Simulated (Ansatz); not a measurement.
Reaction (cleavage of the Si–B bond): `N[B]([SiH3])[GeH3]` + `[AsH3]` → `[SiH3][AsH2]` + `N[BH][GeH3]`

Program: Ansatz. Geometries: PBE0-D4/def2-TZVP. ΔE: electronic, gas phase. CCSD(T)/CBS is the MP2 limit (def2-TZVPP, def2-QZVPP) plus CCSD(T) − MP2 in def2-TZVPP, frozen cores. DFT in def2-TZVPP. B3LYP here is the variant with VWN-RPA as its local correlation; programs differ in this. For As, Ge outer-core shells are correlated without core-valence functions, which leaves a few kJ/mol of doubt a bond. Scalar relativity is left out up to krypton. Each species was taken in one conformer, which may not be the lowest.

`N[B]([SiH3])[GeH3]`:

Cartesian coordinates in Å:
```
N -0.125 1.674 -0.465
B 0.002 0.344 -0.095
Si 1.837 -0.454 0.155
Ge -1.727 -0.759 0.183
H -1.012 2.133 -0.606
H 0.664 2.283 -0.622
H 2.049 -1.603 -0.771
H 2.010 -0.969 1.543
H 2.922 0.542 -0.100
H -1.797 -1.970 -0.768
H -2.991 0.096 -0.070
H -1.831 -1.316 1.616
```

`[AsH3]`:

Z-matrix (Å, degrees):
```
As
H 1 1.522
H 1 1.522 2 92.0
H 1 1.522 2 92.0 3 -92.1
```

`[SiH3][AsH2]`:

Cartesian coordinates in Å:
```
Si -0.230 0.514 -0.652
As -0.360 -1.131 1.042
H -1.263 1.547 -0.378
H -0.533 -0.134 -1.954
H 1.101 1.170 -0.735
H 0.317 -0.219 2.056
H 0.968 -1.746 0.622
```

`N[BH][GeH3]`:

Cartesian coordinates in Å:
```
N -0.175 -0.118 -1.639
B -0.113 -0.731 -0.400
Ge 0.170 0.395 1.307
H -0.088 0.876 -1.775
H -0.312 -0.628 -2.497
H -0.229 -1.922 -0.354
H -0.999 0.242 2.300
H 0.300 1.903 0.992
H 1.447 -0.018 2.066
```

| level | ΔE (kcal/mol) |
| --- | --- |
| PBE-D4 | -8.9 |
| ωB97X-V | -9.6 |
| B2PLYP | -10.5 |
| r2SCAN | -10.0 |
| B3LYP | -10.5 |
| HF/def2-TZVPP | -12.0 |
| HF/def2-QZVPP | -12.0 |
| MP2/def2-QZVPP | -11.2 |

What does CCSD(T)/CBS give? (Best estimate.)

The calculation gave: -10.0 kcal/mol. The listed levels differ from it by 1.1, 0.4, -0.5, 0.0, -0.5, -2.0, -2.0, -1.2 kcal/mol.

Largest T1 diagnostic among the species: 0.013.

The D4 term adds +0.9 kcal/mol with B3LYP and +0.5 kcal/mol with PBE0; it sums over pairs of atoms, weighted by their polarisabilities, and B3LYP, whose exchange is more repulsive, gets the larger term. In def2-TZVPP, CCSD(T) changes the Hartree–Fock value by +2.5 kcal/mol (the triples alone add +0.3 kcal/mol) and MP2 by +1.1 kcal/mol.
